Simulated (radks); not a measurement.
All-electron atom: the xenon ion Xe+ in [Kr] 4d10 5s2 5p5. Calculated with a radial shooting solver on a logarithmic mesh with Libxc functionals: scalar-relativistic Kohn-Sham, Wu-Cohen GGA, spin-polarised, spherical densities, finite nucleus; open shells are filled with parallel spins first (spin-orbit coupling, left out, can overturn this in heavy ions); Fermi nuclear charge, rms radius 4.7859 fm.

Normalised radial functions P(r) = r R(r), r in bohr:

| r | 5s up | 5s down | 5p down |
|---|---|---|---|
| 0.004425 | 0.0835 | 0.0838 | 0.0061 |
| 0.006761 | 0.1062 | 0.1067 | 0.0127 |
| 0.01041 | 0.1232 | 0.1237 | 0.0259 |
| 0.01591 | 0.1185 | 0.1190 | 0.0498 |
| 0.02432 | 0.0707 | 0.0710 | 0.0885 |
| 0.03716 | -0.0341 | -0.0343 | 0.1373 |
| 0.05724 | -0.1641 | -0.1648 | 0.1671 |
| 0.08746 | -0.1895 | -0.1903 | 0.1119 |
| 0.1336 | 0.0142 | 0.0142 | -0.0683 |
| 0.2042 | 0.2822 | 0.2834 | -0.2402 |
| 0.3146 | 0.1214 | 0.1218 | -0.0994 |
| 0.4807 | -0.3802 | -0.3818 | 0.2938 |
| 0.7345 | -0.2568 | -0.2571 | 0.2853 |
| 1.122 | 0.5381 | 0.5412 | -0.3143 |
| 1.729 | 0.8564 | 0.8556 | -0.7607 |
| 2.642 | 0.4627 | 0.4615 | -0.5939 |
| 4.037 | 0.0963 | 0.0973 | -0.2117 |
| 6.168 | 0.0062 | 0.0064 | -0.0308 |

5s up: eigenvalue -29.446 eV, 4 radial nodes at r = 0.0331, 0.131, 0.349, 0.852 bohr, <r> = 1.82 bohr, 90 % of the charge inside 2.64 bohr. 5s down: eigenvalue -28.794 eV, 4 radial nodes at r = 0.0331, 0.131, 0.349, 0.852 bohr, <r> = 1.82 bohr, 90 % of the charge inside 2.64 bohr. 5p down: eigenvalue -16.678 eV, 3 radial nodes at r = 0.117, 0.352, 0.922 bohr, <r> = 2.19 bohr, 90 % of the charge inside 3.23 bohr.
